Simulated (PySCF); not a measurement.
## Löwdin shares of the frontier orbitals

Compound: CH6B2OS.
Geometry (PBE0-D3(BJ)/def2-SVP, Å), atoms numbered from 1 in this order:
```
atom  x, y, z in Å
B1     1.8742   -0.8815    0.4840
O2     1.1160    0.0510   -0.0934
B3     0.3739    0.9967   -0.6889
S4    -1.4038    1.1004   -0.4697
C5    -1.7639   -0.2868    0.6450
H6     2.3350   -0.6605    1.5821
H7     2.0691   -1.9211   -0.1059
H8     0.8910    1.8206   -1.4029
H9    -1.2260   -0.1784    1.5963
H10   -2.8432   -0.2709    0.8428
H11   -1.5017   -1.2457    0.1778
```

Level of theory: PySCF 2.14.0, density-fitted response routines, TDDFT CAM-B3LYP/def2-SVPD, vertical, gas phase, core orbitals frozen in the response.

Frontier orbitals with the atoms that hold most of them (Löwdin shares over 4%, at most four atoms; ? is withheld):

```json
{"orbital": "LUMO+2", "ε (eV)": "0.83", "atoms": "B1 24%, B3 23%, S4 20%, C5 10%"}
{"orbital": "LUMO+1", "ε (eV)": "0.72", "atoms": "B3 36%, S4 23%, O2 22%, H8 10%"}
{"orbital": "LUMO", "ε (eV)": "?", "atoms": "B1 44%, O2 23%, H6 11%, H7 11%"}
{"orbital": "HOMO", "ε (eV)": "-8.67", "atoms": "?"}
{"orbital": "HOMO-1", "ε (eV)": "-10.13", "atoms": "?"}
{"orbital": "HOMO-2", "ε (eV)": "-10.45", "atoms": "B1 30%, O2 23%, H6 16%, H7 16%"}
{"orbital": "HOMO-3", "ε (eV)": "-11.12", "atoms": "S4 33%, C5 19%, B3 17%, H8 14%"}
```

Q: Give the leading atoms of the HOMO.

A: S4 (bonded to B and C) 62%; B3 (bonded to O, S and H) 10%; C5 (bonded to S and 3 H) 10%; O2 (bonded to 2 B) 7%.

Q: Give the leading atoms of the HOMO-1.

A: S4 (bonded to B and C) 47%; B3 (bonded to O, S and H) 17%; O2 (bonded to 2 B) 15%; C5 (bonded to S and 3 H) 7%.

Q: What is the LUMO energy, and the HOMO–LUMO gap?

A: ε(LUMO) = 0.12 eV; the gap is 8.79 eV (0.3231 hartree).

Q: How does S1 compare with the orbital gap of 8.79 eV?

A: S1 is at 5.66 eV (f = 0.0005), 3.13 eV below the gap, made of HOMO→LUMO (59%), HOMO-2→LUMO (38%). 

Q: One configuration dominates each of S2, S5 and S7. Which, and how do the shares of the two leading atoms of either orbital change from the occupied to the empty one?

A: 
- S2 (6.25 eV, f 0.195), HOMO→LUMO+1 (94%): S4 62% → 23%, B3 10% → 36%
- S5 (6.86 eV, f 0.0005), HOMO-1→LUMO+1 (87%): S4 47% → 23%, B3 17% → 36%
- S7 (7.63 eV, f 0.267), HOMO-1→LUMO (91%): S4 47% → at most 12%, B3 17% → at most 12%, B1 at most 8% → 44%, O2 15% → 23%

Time: 40 s wall. Hardware: one thread, Arm Neoverse V1, on a shared host.

One conformer stands for the species.
